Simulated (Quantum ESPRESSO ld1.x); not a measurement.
Q: The mean radii <r> (bohr) of the occupied orbitals of an atom or ion are listed with their occupations. Calculated with ld1.x of Quantum ESPRESSO 7.5: scalar-relativistic Kohn-Sham, PBEsol, spin-unpolarised, spherical densities, point nucleus.

orbital  occ.      <r>
1s          2  0.02151
2s          2  0.09156
2p          6  0.08094
3s          2   0.2395
3p          6   0.2382
3d         10   0.2167
4s          2   0.5299
4p          6   0.5562
4d         10   0.5881
5s          2    1.122
4f          1   0.6309
5p          6    1.226
5d          1    1.437
6s          2    2.183

Name the element and its charge.

A: Z = 65, terbium, charge +7: Tb7+ in [Xe] 4f1 5d1 6s2. The 1s radius gives Z: for a bare nucleus <r> = (2 gamma + 1)/(2Z) with gamma = sqrt(1 - (Z/c)^2), 0.02124 bohr for Z = 65, and screening makes it slightly larger (0.02151 here). The occupations add up to 58, and the charge is Z minus that.
